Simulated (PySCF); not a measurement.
Gas-phase reaction: TaCl₅ + H₂O + 2 O ⇌ TaOCl₃ + 2 HOCl

Energies from PySCF (xtb for GFN2), thermal terms from the rigid-rotor harmonic-oscillator model, ideal gas at 1 bar. † marks an energy on the PBE0/def2-TZVP geometry and frequencies; other levels use their own. MP2 freezes the core. Open shells (unrestricted): O (multiplicity 3, electronic degeneracy 9); the rest are closed-shell singlets. GFN2 has no spin-polarisation term. Spin-orbit splitting is ignored; it lowers the true energy and changes the entropy of O. B3LYP is the form with VWN-RPA correlation. Ta: scalar-relativistic def2 core potential, no spin-orbit coupling. MP2 isn't extrapolated to the basis-set limit; its ΔH°(298 K) is -382.5 kJ in def2-SVP and -444.5 kJ in def2-TZVPP. The harmonic model lacks anharmonicity and excited electronic states, which grow with temperature; levels with a mode under 35 cm⁻¹ are left out. Soft modes under 120 cm⁻¹ make the harmonic entropy rough for TaCl₅, TaOCl₃.

```tsv
level	ΔE electronic, kJ	ΔH°(298 K), kJ	ΔS°(298 K), J/K	ΔG°(1200 K), kJ
B3LYP/def2-TZVP†	-430	-423	-84	-305
BLYP/def2-TZVP†	-493	-486	-84	-368
GFN2-xTB	-1000	-995	-90	-872
HF/def2-TZVP†	41	48	-84	165
M06-2X/def2-TZVP†	-423	-416	-84	-298
MP2/def2-TZVPP†	-452	-445	-84	-327
PBE0/def2-SVP†	-377	-369	-84	-252
PBE0/def2-TZVP	-409	-402	-84	-285
r2SCAN/def2-TZVP†	-413	-406	-84	-289
ωB97M-V/def2-TZVP†	-423	-416	-84	-298
ωB97X-V/def2-TZVP†	-429	-421	-84	-304
```
ΔH° is lowest at GFN2-xTB and highest at HF/def2-TZVP†. No reference value is set beside these.
